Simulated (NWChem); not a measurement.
# Excited singlets of H5BN2 by symmetry

```xyz
8

B      0.0000     0.0000     0.4932
H      0.0000     0.0000     1.7068
N      1.2431     0.0000    -0.1759
H      2.1178     0.0000     0.3260
H      1.3522     0.0000    -1.1808
N     -1.2431     0.0000    -0.1759
H     -1.3522     0.0000    -1.1808
H     -2.1178     0.0000     0.3260
```
Charge 0, spin multiplicity 1.

Program: NWChem. Structure: optimised with PBE0/def2-SVP, a minimum by its harmonic frequencies. It is one conformer; others weren't searched.

Basis set: def2-SVP. Symmetry labels belong to the abelian group C2v used in the runs, with the axes of the coordinates shown. Entries are the lowest vertical excitation energy of each symmetry in eV (for CIS and TDDFT among the lowest few roots); a state of one symmetry need not have the same character in every method. Symmetries that some method's roots don't reach, or where a double excitation leads the EOM-CCSD root, are left out.

The correlated methods keep 3 core orbitals frozen. B3LYP has NWChem's definition, with VWN1-RPA local correlation. The structure started from a generated list of species. No row is a measurement; the coupled-cluster row has its own basis-set and correlation limits.

```json
[
 {"method": "CIS", "a2": "8.19", "b2": "8.75"},
 {"method": "TD-PBE", "a2": "6.34", "b2": "7.01"},
 {"method": "TD-B3LYP", "a2": "6.71", "b2": "7.42"},
 {"method": "TDA-LDA (SVWN5)", "a2": "6.42", "b2": "7.10"},
 {"method": "EOM-CCSD", "a2": "7.29", "b2": "8.02"}
]
```
